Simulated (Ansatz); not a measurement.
## Swapping OH for F on Sc: the HOMO–LUMO gap

On one Sc centre, n of the OH ligands are replaced by F. The HOMO–LUMO gap y in eV at wB97M-V/def2-TZVPP. Shapes, held fixed at every level: PBE0-D4/def2-TZVP. Flexible molecules stand in one conformer, not always the lowest. Programs: Ansatz 0.2.0.

| molecule | n | y (eV) |
| --- | --- | --- |
| Sc(OH)3 | 0 | 10.68 |
| Sc(OH)2F | 1 | ? |
| Sc(OH)F2 | 2 | 11.20 |
| ScF3 | 3 | 12.72 |

Question: Fit y = c + s·n to the known rows and predict Sc(OH)2F.

Answer: 
1. Means of the 3 rows: n = 1.66667, y = 11.533.
2. Σ(Δn)² = 4.6667, Σ(Δn·Δy) = 2.8933, so the slope is 2.8933/4.6667 = 0.61999.
3. Intercept: 11.533 − (0.61999) × 1.66667 = 10.500. The largest residual of the fit is 0.54.
4. Sc(OH)2F: 10.500 + (0.61999) × 1 = 11.12 eV.

The run gave 11.00 eV, so the prediction is off by +0.12 eV, within the scatter of the fit. The steps per swap are uneven (+0.32, +0.20, +1.52), so a line is a poor model. Other levels give for Sc(OH)2F: SPW92/def2-TZVPP 4.45; PBE-D4/def2-TZVPP 4.42; r2SCAN-D4/def2-TZVPP 5.14 eV. Orbital gaps aren't excitation energies, and the LUMO depends on the basis.
